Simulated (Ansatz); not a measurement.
Molecule: CH₂BCl₂, net charge -1, singlet state. It need not be the lowest isomer of its formula. Whether it binds its extra electron was not tested at this geometry. 
Coordinates optimised at B3LYP-D3(BJ)/def2-TZVP (Ansatz, a first-principles code):
SMILES: ClB([CH2-])Cl
```xyz
6

B     -0.4739    -0.0962     0.0413
Cl     0.2120     1.5235    -0.5434
Cl     0.8726    -1.3032     0.4488
C     -1.8664    -0.3790     0.1627
H     -2.2387    -1.3389     0.5086
H     -2.6332     0.3495    -0.0840
```
Charge -1, spin multiplicity 1.

Basis-set convergence of Hartree-Fock and MP2 correlation energies (hartree) with Ansatz. Correlated levels leave the core frozen unless marked. Spin-orbit coupling is left out. Non-relativistic.

```csv
basis,functions,E(HF),"E(corr, MP2)"
aug-cc-pV(D+d)Z,128,-982.83672,-0.54700
aug-cc-pV(T+d)Z,248,[?],[?]
```

Fill in the missing entries.


- aug-cc-pV(T+d)Z, E(HF): -982.87525
- aug-cc-pV(T+d)Z, E(corr, MP2): -0.67909
